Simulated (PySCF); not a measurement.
Species: n-butylgermane, C4H12Ge.
Atom-mapped SMILES: `[CH3:1][CH2:2][CH2:3][CH2:4][GeH3:5]` (hydrogens: H6, H7, H8 on C1; H9, H10 on C2; H11, H12 on C3; H13, H14 on C4; H15, H16, H17 on Ge5)

Cartesian coordinates in Å at the PBE0-D3(BJ)/def2-TZVP level; atoms count from 1:
```
atom  x, y, z in Å
C1     2.4448    0.3653    0.0927
C2     0.9823    0.2235    0.4751
C3     0.2250   -0.7278   -0.4373
C4    -1.2254   -0.9589   -0.0308
Ge5   -2.3605    0.6425   -0.0765
H6     2.9684    1.0564    0.7568
H7     2.5491    0.7418   -0.9286
H8     2.9600   -0.5982    0.1425
H9     0.5045    1.2098    0.4571
H10    0.9013   -0.1303    1.5095
H11    0.7508   -1.6905   -0.4569
H12    0.2637   -0.3456   -1.4645
H13   -1.6933   -1.6933   -0.6919
H14   -1.2777   -1.3723    0.9815
H15   -2.0561    1.6056    1.0857
H16   -2.1417    1.3995   -1.4018
H17   -3.8428    0.2340    0.0188
```

Method used: PySCF, PBE0-D3(BJ)/def2-TZVP geometry optimisation, gas phase.

Take the most abundant isotopes and a rigid rotor. The values belong to one conformer with, in the numbering `[CH3:1][CH2:2][CH2:3][CH2:4][GeH3:5]`, C1–C2–C3–C4 176°, C2–C3–C4–Ge5 63°.

(1) What are A, B and C (GHz)?

(2) Classify the top.

(3) What does the inertial defect say?

(4) List the rotational levels J(Ka,Kc) to J = 5 (K).

(5) Predict some low-J microwave lines.

Answers

(1) Ia = 65.99, Ib = 431.86, Ic = 469.31 u·Å²; 505379 MHz·u·Å²/I gives 7658, 1170 and 1077 MHz, that is A = 7.6585, B = 1.1702, C = 1.0769 GHz.

(2) A near-prolate asymmetric top: κ = (2 × 1170 − 7658 − 1077)/(7658 − 1077) = -0.97.

(3) Not planar: Δ = Ic − Ia − Ib = -28.54 u·Å². For a rigid frame Δ = −2 Σ m c², so Σ m c² = 14.27 u·Å² lies off the ab plane: 10.63 from hydrogen and 3.64 from heavier atoms. The atom farthest from that plane is 1.48 Å away.

(4) Above 0(0,0), as E/k:
J = 1: 1(0,1) 0.108, 1(1,1) 0.419, 1(1,0) 0.424
J = 2: 2(0,2) 0.323, 2(1,2) 0.630, 2(1,1) 0.644, 2(2,1) 1.578, 2(2,0) 1.578
J = 3: 3(0,3) 0.647, 3(1,3) 0.947, 3(1,2) 0.974, 3(2,2) 1.902, 3(2,1) 1.902, 3(3,1) 3.470, 3(3,0) 3.470
J = 4: 4(0,4) 1.078, 4(1,4) 1.370, 4(1,3) 1.414, 4(2,3) 2.333, 4(2,2) 2.334, 4(3,2) 3.901, 4(3,1) 3.901, 4(4,1) 6.097, 4(4,0) 6.097
J = 5: 5(0,5) 1.616, 5(1,5) 1.897, 5(1,4) 1.965, 5(2,4) 2.872, 5(2,3) 2.874, 5(3,3) 4.441, 5(3,2) 4.441, 5(4,2) 6.636, 5(4,1) 6.636, 5(5,1) 9.458, 5(5,0) 9.458

(5) The dipole components are |μa| = 0.69 D, |μb| = 0.56 D, |μc| = 0.15 D. Intensities carry the squares of the components, which stand as 1.00 : 0.66 : 0.05 (a : b : c). Some lines, for components of 0.1 D or more:

```
type  branch         J(Ka,Kc)    MHz  lower level (cm⁻¹)
   a       R  1(0,1) ← 0(0,0)   2247               0.000
   a       R  2(1,2) ← 1(1,1)   4401               0.291
   a       R  2(0,2) ← 1(0,1)   4493               0.075
   a       R  2(1,1) ← 1(1,0)   4588               0.294
   c       Q  2(1,2) ← 2(0,2)   6396               0.225
   c       Q  1(1,1) ← 1(0,1)   6488               0.075
   b       Q  1(1,0) ← 1(0,1)   6582               0.075
   b       Q  2(1,1) ← 2(0,2)   6676               0.225
   b       R  1(1,1) ← 0(0,0)   8735               0.000
   c       R  1(1,0) ← 0(0,0)   8829               0.000
   b       R  2(1,2) ← 1(0,1)  10889               0.075
   c       R  2(1,1) ← 1(0,1)  11169               0.075
   c       Q  2(2,1) ← 2(1,1)  19465               0.448
   b       Q  2(2,0) ← 2(1,1)  19466               0.448
   b       Q  2(2,1) ← 2(1,2)  19745               0.438
   b       R  2(2,1) ← 1(1,0)  24052               0.294
   c       R  2(2,0) ← 1(1,0)  24053               0.294
   c       R  2(2,1) ← 1(1,1)  24146               0.291
   b       R  2(2,0) ← 1(1,1)  24147               0.291
```

No frequency check. Constants of a rigid frame at the computed geometry: no zero-point averaging, no centrifugal distortion. A rigid rotor knows nothing of internal rotation, which can split or shift real lines.

Time: 4.6 min; peak memory 1.2 GiB. Hardware: one thread of an Arm Neoverse V1, shared host with 32 logical CPUs at a one-minute load of 16. These figures are those of the optimisation.
